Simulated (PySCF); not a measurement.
Mapped SMILES: `[CH:1]#[C:2][Si@:3]([OH:4])([PH2:5])[O:6][SiH3:7]`; H(Xn) means a hydrogen on atom n.

Non-relativistic Hamiltonian, one computed conformer, one averaged value for each set of equivalent atoms, no solvent model. σ from GIAO-PBE0/pcSseg-1; structure optimised with GFN2-xTB; PySCF.

Predict the 2D correlation tables (HSQC, COSY, HMBC).

Answers



HSQC (one-bond C–H):
| δH | δC |
| --- | --- |
| 1.92 (H(C1)) | 98.1 (C1) |

HMBC (two and three bonds, from the bond graph):
| δH | δC |
| --- | --- |
| 1.92 (H(C1)) | 91.7 (C2) |
| 1.27 (H(P5)) | 91.7 (C2) |

No COSY cross peaks are expected.

δ = σ(ref) − σ, references computed at the same level: TMS for ¹H (σ = 31.72 ppm), ¹³C (σ = 186.93 ppm).

The OH or NH signal is concentration- and solvent-dependent in practice; the value given is the gas-phase one. Shifts are as computed. Against solution values, carbons near 30 ppm lie about +3 ppm off and those near 130 ppm about +5 ppm. Of 1211 compounds with measured shifts, 218 miss one by over three times the rms of a fit or turn the order of signals round; such compounds aren't used in these exercises.
